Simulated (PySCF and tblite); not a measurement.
Values are calculated unless marked as measured or tabulated.
C₇H₁₄Cl₂, numbered as in [CH3:1][C:2]([CH3:3])([Cl:4])[CH2:5][C:6]([CH3:7])([CH3:8])[Cl:9].

First level. Search: ETKDG and KDG, MMFF94s, GFN2-xTB, 90 starts; geometries at GFN2-xTB. Weights use PBE0-D3(BJ)/def2-SVP energies plus GFN2-xTB zero-point and thermal terms (modes under about 100 cm⁻¹ blended into free rotors). Symmetry numbers and mirror images are counted. Conformers within 4 kcal/mol (GFN2-xTB free energy) were kept, 7 at most. GIAO shieldings: WP04/pcSseg-1. Shifts are against TMS (¹H), TMS (¹³C) at the same level. Programs: PySCF with density fitting and tblite.

It gives, at 298.15 K, with 5 conformers (largest weight 79 %): ¹H: 2.18 (H5, 2H), 1.71 (H1/H3/H7/H8, 12H) ppm. ¹³C: 79.2 (C2/C6), 60.6 (C5), 36.0 (C1/C3/C7/C8) ppm.

Second level: GFN2-xTB geometries, energies B97-D-D3(BJ)/6-31+G* (IEF-PCM, methanol), shieldings LC-wPBE/pcSseg-1 (IEF-PCM, methanol), on up to 4 of the same conformers.

Question: How do the averaged shifts change?

Answer: 
| signal | first | second | change (ppm) |
| --- | --- | --- | --- |
| H1/H3/H7/H8 | 1.71 | 1.76 | 0.05 |
| H5 | 2.18 | 2.37 | 0.19 |
| C1/C3/C7/C8 | 36.0 | 35.9 | -0.1 |
| C2/C6 | 79.2 | 71.6 | -7.7 |
| C5 | 60.6 | 60.3 | -0.3 |

The largest weight becomes 61 %.

Shifts are unscaled: against experiment ¹³C can be off by 15 ppm or more and ¹H by 0.8 ppm.
